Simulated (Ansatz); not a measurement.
Total energies of the cluster TaS₃⁻ from Ansatz at PBE-D4/def2-TZVPD, gas phase (1 Eh = 27.2114 eV = 2625.5 kJ/mol). The reference geometry is relaxed at PBE-D4/def2-SVPD.

Cartesian coordinates in Å:
```
Ta -0.239 -0.160 -0.443
S 1.435 -1.577 0.006
S -1.744 -0.171 1.214
S 0.549 1.908 -0.777
```

```tsv
state	geometry	energy (Eh)
charge -1 singlet	reference	-1251.40263
charge 0 doublet	reference	-1251.27549
charge -1 triplet	relaxed at PBE-D4/def2-SVPD	-1251.37411
charge -1 quintet	relaxed at PBE-D4/def2-SVPD	-1251.26538
```

In the def2 sets Ta takes a core potential; there is no spin–orbit coupling.

(1) Work out the vertical ionisation energy to the doublet.

(2) Which of the charge -1 states is lowest, and how far above it are the others?

(1) E(charge 0 doublet) − E(charge -1 singlet) = -1251.27549 − (-1251.40263) = 0.12714 Eh = 3.46 eV. For comparison, −ε of the highest occupied level is 1.00 eV at this level, 2.46 eV less.

(2) The singlet. triplet: -1251.37411 − (-1251.40263) = 0.02852 Eh = 74.9 kJ/mol; quintet: -1251.26538 − (-1251.40263) = 0.13725 Eh = 360.3 kJ/mol.

At PBE-D4/def2-TZVPD the highest occupied level of the charge -1 quintet lies above zero (up to 0.40 eV). The electron is either unbound and held by the finite basis, or the level is raised by self-interaction error.

The structure comes from a short search, and lower isomers may exist.
